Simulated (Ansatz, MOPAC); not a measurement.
Species: AlO$_{2}$H$_{2}$ (charge 0, doublet). SMILES: [OH][Al][OH]
Structure (B3LYP-D3(BJ)/def2-TZVP (Ansatz, a program for electronic structure) minimum search):
```
Al
O 1 1.7036
H 2 0.9597 1 126.28
O 1 1.7036 2 125.35 3 0.00
H 4 0.9597 1 126.28 2 0.00
```
Charge 0, spin multiplicity 2.

Property: enthalpy of formation at 298 K, in kcal/mol. Set-up: 6-311+G** with 5d, 6d on Na to Ar in Ansatz; spin-orbit terms left out; dispersion terms only where a functional's name holds one; LANL2DZ with its own core potentials from Na on; 6-31G* and kin with 6d, 5d where marked; UHF or UKS for open shells; valence correlation only; non-relativistic; PM7 with its own dispersion and hydrogen-bond terms. Ab initio and DFT rows: single points at B3LYP-D3(BJ) geometries (Ansatz), with unscaled harmonic terms from B3LYP/6-31G* (Ansatz) at its own minima, enthalpies of formation by atomisation with measured atoms. Semi-empirical rows: MOPAC heats of formation at their own minima for 298 K. The spin state of an ion or metal species was assumed, not searched.

```csv
level,program,enthalpy of formation at 298 K (kcal/mol)
AM1,MOPAC,-104.2
PM3,MOPAC,-150.5
PM6,MOPAC,-95.9
PM7,MOPAC,-135.7
MNDO,MOPAC,-126.8
PBE/def2-SVP,Ansatz,-109.6
B3LYP/3-21G,Ansatz,-61.7
B3LYP/LANL2DZ,Ansatz,-63.1
B3LYP/6-31G*,Ansatz,-86.7
B3LYP/6-311+G**,Ansatz,-96.8
MP2/3-21G,Ansatz,-17.7
MP2/6-31G*,Ansatz,-73.3
MP2/6-311+G**,Ansatz,-96.5
r2SCAN-D4/def2-TZVPD,Ansatz + dftd4,-114.5
B3LYP-D3(BJ)/def2-TZVPD,Ansatz + dftd3,-107.8
```

No value to compare with is used here. The 13 habitual levels span -150.5 (PM3) to -17.7 kcal/mol (MP2/3-21G); r2SCAN-D4/def2-TZVPD gives -114.5.

The levels are drawn from those run, B3LYP/6-31G* more often than the rest, none by its result; left out are runs that failed, that the program found above a lower state of the same kind, or whose <S^2> lies over 0.5 above the pure value.
